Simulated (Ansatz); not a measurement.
A structure relaxed at PBE0-D4/def2-TZVP, charge 0, multiplicity 1:

Cartesian coordinates in Å:
```
C -0.776 1.759 -0.177
Ge -0.450 -0.169 -0.319
C -0.843 -1.033 1.396
Si 1.809 -0.585 -0.961
H -0.591 2.254 -1.131
H -1.811 1.943 0.115
H -0.119 2.198 0.575
H -1.392 -0.755 -1.398
H -1.879 -0.841 1.683
H -0.696 -2.111 1.330
H -0.189 -0.640 2.176
H 2.075 -2.046 -1.070
H 2.742 -0.021 0.054
H 2.119 0.046 -2.273
```

Give its formula and SMILES.

C2H10GeSi, `[CH3][GeH]([CH3])[SiH3]`.

Point group (tolerance 0.08 Å, 0.16 Å for H)?

Cs.

Summarise the bond lengths by kind.

2 × C–Ge 1.961 Å; 6 × C–H 1.091 Å; 1 × Ge–Si 2.385 Å; 1 × Ge–H 1.547 Å; 3 × H–Si 1.489 to 1.490 Å.

Program: Ansatz 0.2.0.
